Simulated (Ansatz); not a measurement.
Saddle point of CH6Ge, singlet (GeH₂ + CH₄ → CH₄Ge ([CH3][GeH]) + H₂; bonds formed: Ge1–C3, H2–H4; bonds broken: Ge1–H4, H2–C3), PBE0-D4/def2-TZVP structure:

Ge1  (-1.283, 0.738, 0.232)
H2  (-0.296, -0.641, 0.506)
C3  (0.841, 0.178, -0.072)
H4  (-1.226, -0.821, 0.960)
H5  (-1.666, -0.014, -1.117)
H6  (1.411, 0.528, 0.787)
H7  (1.012, 0.840, -0.921)
H8  (1.208, -0.808, -0.376)
(Å)

Energies are electronic, without zero-point energy. Barriers and step energies count from the start structure reached by relaxing down the imaginary mode; all methods use the PBE0-D4 structures, on which another method's saddle can fall below an end. Program: Ansatz 0.2.0. Basis: def2-TZVPP, with def2-QZVPP for the basis limit. Cores are frozen in the correlated methods. Filled d shells of the heavier atoms are correlated. The def2 sets are not built for correlating such inner shells, so the correlated values are less sure here. B3LYP uses VWN-RPA correlation. Extrapolation: Hartree–Fock as exp(−7.88 √X), correlation as X^−2.97.

```
      method  barrier (kJ/mol)  step energy (kJ/mol)
       SPW92              62.9                  22.6
      PBE-D4              90.4                  29.2
     BLYP-D4             113.4                  36.1
   r2SCAN-D4                 ?                  32.2
      B97M-V             119.2                  48.1
     PBE0-D4                 ?                  33.4
    B3LYP-D4             122.3                  39.2
  r2SCAN0-D4             108.5                  35.0
    BHLYP-D4                 ?                  45.1
CAM-B3LYP-D4             126.5                  41.0
     wB97X-V             124.5                  38.5
     wB97M-V             122.1                  38.2
      B2PLYP             121.7                  37.7
    PBE-QIDH             112.7                  33.6
  RPA on PBE             124.5                  39.8
          HF             189.0                  61.1
         MP2             111.6                  29.6
        CCSD             134.9                  41.0
     CCSD(T)             123.7                  37.0
```

(1) Fill in the withheld barriers. (To be estimated.)

No T1 diagnostic of these runs exceeds 0.012.

## Answers

(1) By the calculation: r2SCAN-D4 97.5; BHLYP-D4 141.5; PBE0-D4 104.2 kJ/mol. Each is the energy of the saddle less that of the start structure, by the same method.

For comparison, the barrier by CCSD(T) at an estimated basis limit (MP2 extrapolated from triple and quadruple zeta, plus CCSD(T) − MP2 in triple zeta) is 116.9 kJ/mol.

Labels in which every atom is bracketed show which atoms are joined, not bond orders.

For scale, one of the runs: CCSD(T)/def2-TZVPP, 163 basis functions, launched by `ansatz run in.yaml --threads 2 --pin off --events-out ev --progress --plain --max-ram 4352MiB`. The run took 36 s on 2 CPU threads of an Arm Neoverse V1 (shared host), with 1.2 GiB of host memory at its peak.
